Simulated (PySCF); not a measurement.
**Sb²⁺ (antimony, charge +2): MN15 calculation**

Configuration: [Kr] 4d10 5s2 5p1, 2P determinant. Computed with PySCF 2.14 in x2c-TZVPall, with scalar relativity by spin-free X2C-1e.

```json
{"Total energy": "-6484.06 hartree", "One-electron energy": "-8863.17 hartree", "Hartree (Coulomb) energy": "2554.87 hartree", "Exchange-correlation energy": "-175.76 hartree", "⟨S²⟩": "0.7524", "⟨L²⟩": "2.008", "Sum of ⟨r⟩": "30.26 bohr", "Sum of ⟨r²⟩": "37.93 bohr²", "Traceless quadrupole moment −½Σ⟨3z² − r²⟩ along its main axis": "-2.72 e·bohr²", "Langevin diamagnetic susceptibility": "-30.0 ×10⁻⁶ cm³/mol", "Time after the integrals": "1.9 s of wall time on 1 thread of Neoverse-V2 (shared host)"}
```

```json
{"shell": "1s α", "electrons": "1", "mean orbital energy (eV)": "-30300.0", "spread (eV)": "0", "rms radius, mean of both spins (bohr)": "0.0325"}
{"shell": "1s β", "electrons": "1", "mean orbital energy (eV)": "-30300.0", "spread (eV)": "0", "rms radius, mean of both spins (bohr)": "0.0325"}
{"shell": "2s α", "electrons": "1", "mean orbital energy (eV)": "-4591.9", "spread (eV)": "0", "rms radius, mean of both spins (bohr)": "0.133"}
{"shell": "2s β", "electrons": "1", "mean orbital energy (eV)": "-4591.8", "spread (eV)": "0", "rms radius, mean of both spins (bohr)": "0.133"}
{"shell": "2p α", "electrons": "3", "mean orbital energy (eV)": "-4153.3", "spread (eV)": "0.123", "rms radius, mean of both spins (bohr)": "0.118"}
{"shell": "2p β", "electrons": "3", "mean orbital energy (eV)": "-4153.3", "spread (eV)": "0.127", "rms radius, mean of both spins (bohr)": "0.118"}
{"shell": "3s α", "electrons": "1", "mean orbital energy (eV)": "-907.46", "spread (eV)": "0", "rms radius, mean of both spins (bohr)": "0.358"}
{"shell": "3s β", "electrons": "1", "mean orbital energy (eV)": "-907.45", "spread (eV)": "0", "rms radius, mean of both spins (bohr)": "0.358"}
{"shell": "3p α", "electrons": "3", "mean orbital energy (eV)": "-765.78", "spread (eV)": "0.241", "rms radius, mean of both spins (bohr)": "0.356"}
{"shell": "3p β", "electrons": "3", "mean orbital energy (eV)": "-765.77", "spread (eV)": "0.261", "rms radius, mean of both spins (bohr)": "0.356"}
{"shell": "3d β", "electrons": "5", "mean orbital energy (eV)": "-537.96", "spread (eV)": "0.231", "rms radius, mean of both spins (bohr)": "0.332"}
{"shell": "3d α", "electrons": "5", "mean orbital energy (eV)": "-537.96", "spread (eV)": "0.255", "rms radius, mean of both spins (bohr)": "0.332"}
{"shell": "4s α", "electrons": "1", "mean orbital energy (eV)": "-168.53", "spread (eV)": "0", "rms radius, mean of both spins (bohr)": "0.845"}
{"shell": "4s β", "electrons": "1", "mean orbital energy (eV)": "-168.51", "spread (eV)": "0", "rms radius, mean of both spins (bohr)": "0.845"}
{"shell": "4p α", "electrons": "3", "mean orbital energy (eV)": "-123.74", "spread (eV)": "0.455", "rms radius, mean of both spins (bohr)": "0.913"}
{"shell": "4p β", "electrons": "3", "mean orbital energy (eV)": "-123.67", "spread (eV)": "0.619", "rms radius, mean of both spins (bohr)": "0.913"}
{"shell": "4d α", "electrons": "5", "mean orbital energy (eV)": "-55.428", "spread (eV)": "0.542", "rms radius, mean of both spins (bohr)": "1.11"}
{"shell": "4d β", "electrons": "5", "mean orbital energy (eV)": "-55.301", "spread (eV)": "0.712", "rms radius, mean of both spins (bohr)": "1.11"}
{"shell": "5s α", "electrons": "1", "mean orbital energy (eV)": "-31.907", "spread (eV)": "0", "rms radius, mean of both spins (bohr)": "2.22"}
{"shell": "5s β", "electrons": "1", "mean orbital energy (eV)": "-30.866", "spread (eV)": "0", "rms radius, mean of both spins (bohr)": "2.22"}
{"shell": "5p α", "electrons": "1", "mean orbital energy (eV)": "-22.406", "spread (eV)": "0", "rms radius, mean of both spins (bohr)": "2.66"}
```

Densities and radii are taken from the X2C orbitals without a picture-change correction, which distorts them close to the nucleus.
